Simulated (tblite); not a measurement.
C5H8NO (doublet state).
SMILES with atom numbers: `[CH:1]1[CH2:2][CH2:3][CH:4]=[N:5][CH2:6][O:7]1` (hydrogens: H8 on C1; H9, H10 on C2; H11, H12 on C3; H13 on C4; H14, H15 on C6)

Structure used (GFN2-xTB), in Å, numbered top down from 1:
```
atom  x, y, z in Å
C1     0.5510    1.2413    0.8183
C2    -0.7696    1.0354    0.1784
C3    -1.2724   -0.4155    0.3670
C4    -0.5043   -1.3825   -0.4865
N5     0.6766   -1.3273   -0.9075
C6     1.6346   -0.3047   -0.6496
O7     1.6027    0.3999    0.5685
H8     0.6213    1.6465    1.8138
H9    -0.7240    1.2347   -0.8990
H10   -1.4838    1.7324    0.6174
H11   -1.1659   -0.7055    1.4165
H12   -2.3316   -0.4844    0.1079
H13   -1.0567   -2.2613   -0.8099
H14    2.6158   -0.7954   -0.6531
H15    1.6020    0.3942   -1.5040
```

Computed values, GFN2-xTB/tblite, gas phase, harmonic and unscaled. Against measured fundamentals such values can be off by several per cent, at times by over 20. One conformer, not necessarily the lowest. Open shells enter through the occupations alone, without spin polarisation, and single modes of such species can be off by tens of per cent.

Harmonic wavenumbers (cm⁻¹): 91.9, 208.6, 240.9, 348.3, 361.4, 446.1, 544.1, 607.4, 710.4, 805.6, 849.2, 914.3, 939.9, 943.8, 999.9, 1035.3, 1052.3, 1062.1, 1137.1, 1203.5, 1214.8, 1225.4, 1276.9, 1298.8, 1318.8, 1337.0, 1362.0, 1429.6, 1448.5, 1474.1, 1760.4, 2812.0, 2912.0, 2934.7, 2949.1, 2967.9, 2989.9, 3002.3, 3097.6.

A = 3631, B = 3518, C = 2008 MHz; mass 98.061 u (most abundant isotopes); point group C1, symmetry number 1; spin multiplicity 2.

Problem. Zero-point energy?

Solution. ½Σν̃ = 26657 cm⁻¹ = 76.22 kcal/mol.

Problem. What is S at 200 K and 1 bar for an ideal gas of classical rigid rotors and harmonic oscillators?

Solution. Translation 37.70, rotation 25.74, vibration 7.46, spin (R ln 2) 1.38: S = 72.3 cal/(mol K).

Problem. And Cp and H(200 K) − H(0)?

Solution. Cp = 18.94 cal/(mol K), of which vibrations give 10.99 (their classical limit is 39 R = 77.5); H(200 K) − H(0) = 2.51 kcal/mol without the zero-point energy, 0.92 from vibrations.

Problem. How do the functions run with temperature in this model?

Solution. 
```
 T (K)  S (cal/(mol K))  Cp (cal/(mol K))  H − H(0) (kcal/mol)  G − H(0) (kcal/mol)  ln q(vib)
   150             67.4              15.5                 1.65                -8.45       0.88
   250             76.9              22.8                 3.56               -15.67       2.04
298.15             81.3              26.8                 4.75               -19.48       2.66
   400             90.3              35.2                 7.91               -28.22       4.11
   600            107.2              48.4                16.35               -48.00       7.24
   900            129.5              60.9                32.91               -83.61      12.11
```

q(vib) and H(0) count from the zero-point level.

Problem. What must be added to the electronic energy to get the Gibbs energy at 200 K and 1 bar?

Solution. ZPE + [H(200 K) − H(0)] − T·S = 76.22 + 2.51 − 14.46 = 64.27 kcal/mol.

Problem. Blend soft modes into free rotors: weight 1/[1 + (100 cm⁻¹/ν̃)⁴] for the oscillator and the rest for a rotor with moment μB/(μ + B), μ = h/(8π²ν), B = 10⁻⁴⁴ kg m². What vibrational entropy results?

Solution. 7.33 cal/(mol K) in place of 7.46, which changes −T·S at 200 K by +0.03 kcal/mol.

Hindered rotation and anharmonicity are outside this model. Other conformers, if any are populated, would add a mixing term that is left out. The structure is chiral; the term R ln 2 for an equal mix with its mirror image is left out.
